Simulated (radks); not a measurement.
Excited configurations of Nd IV: one electron is placed in a higher orbital outside [Xe] 4f2. The ground configuration is [Xe] 4f3. Calculated with a radial shooting solver on a logarithmic mesh with Libxc functionals: scalar-relativistic Kohn-Sham, BLYP, spin-polarised, spherical densities, finite nucleus; open shells are filled with parallel spins first (spin-orbit coupling, left out, can overturn this in heavy ions); Fermi nuclear charge, rms radius 4.9123 fm. Excitation = E - E(ground); binding = E(ion) - E, where the ion is the core of charge +4; n* = 4/sqrt(2 binding) in atomic units, and the quantum defect is n - n*.

outer orbital  excitation (eV)  binding (eV)     n*  eigenvalue (eV)  <r> (bohr)
5d                       9.526        31.214  2.641          -26.253       2.179
5f                      26.237        14.502  3.874          -12.016       4.097
6s                      13.325        27.415  2.818          -24.114       3.144
6p                      18.535        22.205  3.131          -19.439       3.629
6d                      25.288        15.452  3.753          -13.540       4.766
6f                      31.138         9.602  4.761           -8.302       7.222
7s                      25.696        15.044  3.804          -13.437       5.633
7p                      27.801        12.938  4.102          -11.486       6.332
7d                      30.894         9.846  4.702           -8.669       7.852
7f                      33.988         6.751  5.678           -5.944       10.99

The Delta-SCF ionisation energy is 40.740 eV (NIST Atomic Spectra Database: 40.60 eV, semi-empirical). Self-interaction in the functional shifts the binding energies and quantum defects, so they are the method's values and not measured ones. Open shells are spherical and high-spin; term and fine-structure splittings are not resolved. Spin-orbit splitting is averaged out at the scalar-relativistic level.
